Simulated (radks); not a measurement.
Gd16+, configuration [Kr] 4d10 4f2 (the NIST ground configuration). Calculated with a radial shooting solver on a logarithmic mesh with Libxc functionals: scalar-relativistic Kohn-Sham, r2SCAN, spin-polarised, spherical densities, finite nucleus; open shells are filled with parallel spins first (spin-orbit coupling, left out, can overturn this in heavy ions); meta-GGA in the generalised Kohn-Sham scheme; Fermi nuclear charge, rms radius 5.1569 fm.

Normalised radial functions P(r) = r R(r), r in bohr:

r,4s up,4s down,4p up
0.003129,0.2539,0.2536,0.0189
0.004009,0.2958,0.2955,0.0288
0.005179,0.3388,0.3384,0.0441
0.006637,0.3751,0.3747,0.0664
0.008573,0.3991,0.3986,0.1001
0.01099,0.3981,0.3976,0.1467
0.01408,0.3597,0.3592,0.2105
0.01819,0.2655,0.2651,0.2966
0.0233,0.1110,0.1108,0.3972
0.0301,-0.1107,-0.1106,0.5072
0.03858,-0.3564,-0.3559,0.5935
0.04983,-0.5714,-0.5707,0.6157
0.06386,-0.6401,-0.6392,0.5150
0.08183,-0.4702,-0.4695,0.2486
0.1057,-0.0177,-0.0174,-0.1876
0.1355,0.5506,0.5501,-0.6449
0.175,0.9350,0.9337,-0.9049
0.2242,0.7648,0.7630,-0.7044
0.2896,-0.0368,-0.0381,0.0156
0.3712,-1.0212,-1.0214,0.9103
0.4756,-1.5943,-1.5936,1.4971
0.6144,-1.4420,-1.4418,1.4563
0.7873,-0.8611,-0.8622,0.9576
1.017,-0.3239,-0.3254,0.4109
1.303,-0.0756,-0.0763,0.1134
1.684,-0.0089,-0.0090,0.0166
2.157,-0.0005,-0.0005,0.0013

4s up: eigenvalue -714.77 eV, 3 radial nodes at r = 0.0267, 0.107, 0.287 bohr, <r> = 0.541 bohr, 90 % of the charge inside 0.772 bohr. 4s down: eigenvalue -711.47 eV, 3 radial nodes at r = 0.0267, 0.107, 0.287 bohr, <r> = 0.541 bohr, 90 % of the charge inside 0.773 bohr. 4p up: eigenvalue -617.42 eV, 2 radial nodes at r = 0.0955, 0.288 bohr, <r> = 0.567 bohr, 90 % of the charge inside 0.817 bohr.
